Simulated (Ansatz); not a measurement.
Job for Ansatz (a quantum-chemistry and plane-wave program): R-PBE/def2-TZVPP on AlBrH2 (SMILES [AlH2][Br]), atoms moved off the minimum.

Ansatz 0.2 input:
```yaml
crystal:
  periodic: [false, false, false]
  atoms:
    - {symbol: Al, position_ang: [-0.76322061, -1.43572359, 0.12069331]}
    - {symbol: H, position_ang: [-0.42806880, -2.45275774, 1.12804120]}
    - {symbol: H, position_ang: [-2.21507723, -1.41930909, -0.66425167]}
    - {symbol: Br, position_ang: [0.35193887, 0.54110252, -0.05590488]}
basis:
  gaussian:
    orbitals: def2-TZVPP
hamiltonian:
  xc: {name: PBE}
scf: {lower_state_search: off}
output: {forces: true}
```

Output:

```
WARN ansatz: RAYON_NUM_THREADS=1 ignored (pool sized by the plan → 1); use --threads N
Functional definition: PBE
these checks for a lower state are left out or cut short: stability, starts, cluster_reference, orbital_swaps, neighbouring_geometries, increment
integrals: 0.04 GiB planned
763 factors; their error is unknown
mean field: 0.29 GiB planned
mean field evaluation 1: about -76661.7003 eV, gradient 1.8e1 eV
mean field evaluation 2: about -76662.3405 eV, gradient 1.1e1 eV
mean field evaluation 4: about -76662.7374 eV, gradient 6.4e-1 eV
mean field evaluation 8: about -76662.7143 eV, gradient 1.2e-2 eV
mean field evaluation 16: about -76662.7143 eV, gradient 1.2e-5 eV
mean field -76662.71429113 eV, -2817.3027863448 hartree, gradient 4.6e-6 eV, S^2 0.000000; 0 other end points of the search recorded, 0 dependent functions left out
the calculation of the forces begins
reference -76662.71432776 eV, -2817.3027876912 hartree; 25, 25 occupied and 93, 93 virtual orbitals, 763 factors
Total energy: -76662.71432776 eV, -2817.3027876912 hartree
Atom 0 at    -0.763221    -1.435724     0.120693 Å, force    -1.536139     1.610982    -1.354707 eV/Å
Atom 1 at    -0.428069    -2.452758     1.128041 Å, force     0.688376    -1.335962     1.178692 eV/Å
Atom 2 at    -2.215077    -1.419309    -0.664252 Å, force     0.703574    -0.136705     0.185282 eV/Å
Atom 3 at     0.351939     0.541103    -0.055905 Å, force     0.144189    -0.138315    -0.009267 eV/Å
Dipole moment:    -0.000383    -0.280663    -0.001982 e Å
Checks for a lower state left out: stability, starts, cluster_reference, orbital_swaps, neighbouring_geometries, increment
```

The run converged.

Cost: very roughly 1.3 core-seconds.
